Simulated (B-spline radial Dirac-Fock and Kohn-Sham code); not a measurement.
Yb: eigenvalues, ΔSCF and the reference

System: the Yb atom in the configuration 1s2 2s2 2p6 3s2 3p6 3d10 4s2 4p6 4d10 4f12 5s2 5p6 5d2 6s2 (not the ground configuration).

The density-functional columns are spherical, spin-unpolarised Dirac-Kohn-Sham results without Breit or QED terms: −ε is minus the orbital energy of the initial state and ΔSCF the difference of two total energies. The reference in the last column comes from Dirac-Fock ΔSCF + Breit + QED. All numbers are from a B-spline atomic structure program, in eV; a selection of levels is shown. For the 1s level of heavy atoms much of the gap between ΔSCF and the reference is the Breit and QED part, -290.1 eV here; for other levels the error of the functional can be larger.

```
     level   LDA −ε  LDA ΔSCF  Dirac-Fock
    K (1s)  61110.6   61622.5     61344.8
   L1 (2s)  10362.1   10453.2     10512.6
L2 (2p1/2)   9889.1   10006.6      9996.2
L3 (2p3/2)   8843.4    8946.0      8961.2
   M1 (3s)   2348.5    2373.3      2423.4
M2 (3p1/2)   2139.0    2165.7      2197.4
M3 (3p3/2)   1917.1    1941.5      1974.7
M4 (3d3/2)   1558.5    1588.1      1595.1
M5 (3d5/2)   1510.0    1538.7      1547.5
   N1 (4s)    474.3     484.8       511.7
N2 (4p1/2)    389.4     399.8       419.4
N3 (4p3/2)    338.6     348.6       368.8
N4 (4d3/2)    198.5     208.2       216.6
N5 (4d5/2)    189.2     198.7       207.3
 N6,7 (4f)    16.85     25.24       21.41
   O1 (5s)    63.38     69.46       72.71
O2 (5p1/2)    39.26     44.93       44.02
O3 (5p3/2)    32.32     37.70       37.17
 O4,5 (5d)     3.10      6.95        5.70
   P1 (6s)     5.07      7.94        6.00
```

Values without a named source are computed, but for edge energies of neutral atoms, which are taken from tables.
